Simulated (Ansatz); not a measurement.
The cluster HgBr₂⁻ (the lowest doublet isomer of a short search). Charge -1, multiplicity 2. Geometry r2SCAN-D4/def2-TZVPD, basis def2-TZVPD, Ansatz.

```xyz
3

Hg   -0.649    0.030   -0.162
Br   -0.220    0.840    2.412
Br    0.868   -0.869   -2.250
```

| run | HOMO (eV) | LUMO (eV) |
| --- | --- | --- |
| A | -1.60 | 0.84 |
| B | -2.46 | 1.58 |
| C | -0.41 | 0.10 |
| D | -1.34 | 0.75 |
| E | -0.48 | 0.00 |
| F | -3.24 | 2.54 |

In the def2 sets Hg takes a core potential; there is no spin–orbit coupling. The structure comes from a short search, and lower isomers may exist.

HOMO and LUMO are taken over both spins.

Problem. The runs used CAM-B3LYP, PBE, PBE0, r2SCAN0, revPBE, ωB97X-V. Estimate which is which.

Solution. A r2SCAN0 (25 % exact exchange); B CAM-B3LYP (range-separated); C revPBE (0 % exact exchange); D PBE0 (25 % exact exchange); E PBE (0 % exact exchange); F ωB97X-V (range-separated). Exact exchange lowers occupied and raises empty levels; among semilocal functionals meta-GGAs tend to open the gap a little, and such runs are hard to tell apart. The gap grows from 0.47 eV (PBE) to 5.78 eV (ωB97X-V).
